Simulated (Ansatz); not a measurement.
`CO[SiH](N)Br` → `C[O]`• + `N[SiH]Br`•  (homolysis of the O–Si bond)

Computed with Ansatz on PBE0-D4/def2-TZVP structures; ΔE is electronic, products minus reactants. CBS: MP2 limit from def2 TZ/QZ plus the TZ coupled-cluster correction, frozen cores. Open shells (•) are unrestricted, without spin–orbit coupling. For Br outer-core shells are correlated without core-valence functions, which leaves a few kJ/mol of doubt a bond. Scalar relativity is left out up to krypton. Each species was taken in one conformer, which may not be the lowest.

```json
{"species": "`CO[SiH](N)Br`", "CCSD/CBS(def2) energy (Eh)": "-3034.02188"}
{"species": "`C[O]`•", "CCSD/CBS(def2) energy (Eh)": "-114.92258"}
{"species": "`N[SiH]Br`•", "CCSD/CBS(def2) energy (Eh)": "-2918.90489"}
```

(1) Work out ΔE.

Largest T1 diagnostic among the species: 0.019.

Results:

(1) ΔE = (-114.92258) + (-2918.90489) − (-3034.02188) = 0.19441 Eh = +5.29 eV. CCSD(T)/CBS gives +5.38 eV.

The D4 term adds +0.16 eV with B3LYP and +0.09 eV with PBE0; it sums over pairs of atoms, weighted by their polarisabilities, and B3LYP, whose exchange is more repulsive, gets the larger term. From PBE to PBE0 (25 % exact exchange), in def2-TZVPP and without D4, ΔE moves by +0.10 eV.

B3LYP here is the variant with VWN-RPA as its local correlation; programs differ in this.
